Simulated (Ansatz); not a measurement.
Ansatz (a first-principles code) input (B3LYP-D3(BJ)/def2-TZVP):

Ansatz 0.2 input:
```yaml
crystal:
  periodic: [false, false, false]
  atoms:
    - {symbol: C, position_ang: [-0.81648978, 1.57705966, -0.29415704]}
    - {symbol: Si, position_ang: [0.12167263, 0.18578688, 0.61334821]}
    - {symbol: C, position_ang: [1.79135423, -0.15297487, -0.24504754]}
    - {symbol: C, position_ang: [-0.93260099, -1.40361047, 0.65328434]}
    - {symbol: H, position_ang: [-1.03244161, 1.28651990, -1.32161034]}
    - {symbol: H, position_ang: [-1.76205678, 1.80215169, 0.18947724]}
    - {symbol: H, position_ang: [-0.23552954, 2.49372978, -0.32687253]}
    - {symbol: H, position_ang: [2.35608728, -0.92405740, 0.26999854]}
    - {symbol: H, position_ang: [1.63386106, -0.48843196, -1.26947053]}
    - {symbol: H, position_ang: [2.40840245, 0.73949982, -0.28251564]}
    - {symbol: H, position_ang: [-1.12918206, -1.75761301, -0.35796801]}
    - {symbol: H, position_ang: [-1.89092541, -1.23425478, 1.13459952]}
    - {symbol: H, position_ang: [-0.43000641, -2.20281279, 1.18933519]}
basis:
  gaussian:
    orbitals: def2-TZVP
hamiltonian:
  xc: b3lyp
  dispersion: d3bj
magnetization: {spin_polarized: true, initial_magnetization: 1}
relax: {f_tol: 0.002, max_steps: 150}
```

Output:

```
Functional definition: B3LYP
integrals: 0.09 GiB planned
1197 factors; their error is unknown
mean field: 1.13 GiB planned
mean field evaluation 1: about -11120.2611 eV, gradient 6.2e1 eV
mean field evaluation 2: about -11111.2064 eV, gradient 7.0e1 eV
mean field evaluation 4: about -11137.3484 eV, gradient 1.8e0 eV
mean field evaluation 8: about -11137.3692 eV, gradient 5.7e-2 eV
mean field evaluation 16: about -11137.3765 eV, gradient 1.1e-4 eV
mean field -11137.37651300 eV, -409.2910376679 hartree, gradient 2.1e-5 eV, S^2 0.751447; 0 other end points of the search recorded, 0 dependent functions left out
the calculation of the forces begins
reference -11137.37680171 eV, -409.2910482778 hartree; 21, 20 occupied and 163, 164 virtual orbitals, 1197 factors
relax step   1: F+E_penalty+E_count = -11137.83945868 eV  Δ(F+E_penalty+E_count) = +0.000e0 eV  max|allowed force component| = 3.836e-1 eV/Å  Δτ_max = 0.0000 Å  (30 SCF iters, accepted)
these checks for a lower state are left out or cut short: starts, cluster_reference, orbital_swaps, neighbouring_geometries, increment
integrals: 0.09 GiB planned
1197 factors; their error is unknown
mean field: 1.13 GiB planned
mean field -11137.38894441 eV, -409.2914945137 hartree, gradient 7.5e-6 eV, S^2 0.751439; 0 other end points of the search recorded, 0 dependent functions left out
the calculation of the forces begins
reference -11137.38923270 eV, -409.2915051083 hartree; 21, 20 occupied and 163, 164 virtual orbitals, 1197 factors
relax step   2: F+E_penalty+E_count = -11137.85523707 eV  Δ(F+E_penalty+E_count) = -1.578e-2 eV  max|allowed force component| = 1.884e-1 eV/Å  Δτ_max = 0.0284 Å  (32 SCF iters, accepted)
these checks for a lower state are left out or cut short: starts, cluster_reference, orbital_swaps, neighbouring_geometries, increment
integrals: 0.09 GiB planned
1197 factors; their error is unknown
mean field: 1.13 GiB planned
mean field evaluation 32: about -11137.3900 eV, gradient 7.3e-6 eV
mean field -11137.39000055 eV, -409.2915333263 hartree, gradient 7.3e-6 eV, S^2 0.751444; 0 other end points of the search recorded, 0 dependent functions left out
the calculation of the forces begins
reference -11137.39028865 eV, -409.2915439135 hartree; 21, 20 occupied and 163, 164 virtual orbitals, 1197 factors
relax step   3: F+E_penalty+E_count = -11137.85735639 eV  Δ(F+E_penalty+E_count) = -2.119e-3 eV  max|allowed force component| = 1.289e-1 eV/Å  Δτ_max = 0.0126 Å  (32 SCF iters, accepted)
these checks for a lower state are left out or cut short: starts, cluster_reference, orbital_swaps, neighbouring_geometries, increment
integrals: 0.09 GiB planned
1197 factors; their error is unknown
mean field: 1.13 GiB planned
mean field -11137.39012907 eV, -409.2915380492 hartree, gradient 7.3e-6 eV, S^2 0.751437; 0 other end points of the search recorded, 0 dependent functions left out
the calculation of the forces begins
reference -11137.39041708 eV, -409.2915486333 hartree; 21, 20 occupied and 163, 164 virtual orbitals, 1197 factors
relax step   4: F+E_penalty+E_count = -11137.85788310 eV  Δ(F+E_penalty+E_count) = -5.267e-4 eV  max|allowed force component| = 2.306e-2 eV/Å  Δτ_max = 0.0115 Å  (32 SCF iters, accepted)
these checks for a lower state are left out or cut short: starts, cluster_reference, orbital_swaps, neighbouring_geometries, increment
integrals: 0.09 GiB planned
1197 factors; their error is unknown
mean field: 1.13 GiB planned
mean field -11137.39048119 eV, -409.2915509894 hartree, gradient 1.4e-5 eV, S^2 0.751439; 0 other end points of the search recorded, 0 dependent functions left out
the calculation of the forces begins
reference -11137.39076928 eV, -409.2915615765 hartree; 21, 20 occupied and 163, 164 virtual orbitals, 1197 factors
relax step   5: F+E_penalty+E_count = -11137.85796880 eV  Δ(F+E_penalty+E_count) = -8.570e-5 eV  max|allowed force component| = 2.791e-3 eV/Å  Δτ_max = 0.0037 Å  (25 SCF iters, accepted)
these checks for a lower state are left out or cut short: starts, cluster_reference, orbital_swaps, neighbouring_geometries, increment
integrals: 0.09 GiB planned
1197 factors; their error is unknown
mean field: 1.13 GiB planned
mean field -11137.39058688 eV, -409.2915548734 hartree, gradient 1.8e-5 eV, S^2 0.751440; 0 other end points of the search recorded, 0 dependent functions left out
the calculation of the forces begins
reference -11137.39087502 eV, -409.2915654623 hartree; 21, 20 occupied and 163, 164 virtual orbitals, 1197 factors
relax step   6: F+E_penalty+E_count = -11137.85797607 eV  Δ(F+E_penalty+E_count) = -7.277e-6 eV  max|allowed force component| = 5.869e-4 eV/Å  Δτ_max = 0.0023 Å  (24 SCF iters, accepted)
integrals: 0.09 GiB planned
1197 factors; their error is unknown
mean field: 1.13 GiB planned
mean field evaluation 64: about -11137.3906 eV, gradient 1.2e-2 eV
mean field -11137.39058688 eV, -409.2915548734 hartree, gradient 1.8e-5 eV, S^2 0.751440; 1 other end points of the search recorded, 0 dependent functions left out
the calculation of the forces begins
reference -11137.39087502 eV, -409.2915654623 hartree; 21, 20 occupied and 163, 164 virtual orbitals, 1197 factors
Total energy: -11137.85826422 eV, -409.3087416984 hartree
Atom 0 at    -0.806335     1.557325    -0.292354 Å, force    -0.000040    -0.000100    -0.000230 eV/Å
Atom 1 at     0.121409     0.186728     0.612088 Å, force    -0.000041     0.000022    -0.000156 eV/Å
Atom 2 at     1.770223    -0.150287    -0.239433 Å, force    -0.000059    -0.000072    -0.000192 eV/Å
Atom 3 at    -0.920773    -1.384789     0.650073 Å, force    -0.000012    -0.000065    -0.000189 eV/Å
Atom 4 at    -1.010869     1.256640    -1.326025 Å, force    -0.000025    -0.000244    -0.000568 eV/Å
Atom 5 at    -1.761847     1.775614     0.187668 Å, force     0.000177     0.000327     0.000240 eV/Å
Atom 6 at    -0.224520     2.480210    -0.321475 Å, force    -0.000217     0.000185     0.000474 eV/Å
Atom 7 at     2.329481    -0.935768     0.271762 Å, force     0.000200     0.000289     0.000266 eV/Å
Atom 8 at     1.602396    -0.475536    -1.272281 Å, force    -0.000176    -0.000131    -0.000569 eV/Å
Atom 9 at     2.394247     0.744617    -0.267880 Å, force     0.000284    -0.000103     0.000527 eV/Å
Atom 10 at    -1.125285    -1.727120    -0.370571 Å, force    -0.000125    -0.000090    -0.000586 eV/Å
Atom 11 at    -1.878976    -1.215628     1.144337 Å, force     0.000206    -0.000121     0.000587 eV/Å
Atom 12 at    -0.407006    -2.191012     1.176492 Å, force    -0.000171     0.000104     0.000397 eV/Å
Dipole moment:    -0.022305    -0.037360    -0.119314 e Å
```

It need not be the lowest isomer of its formula.
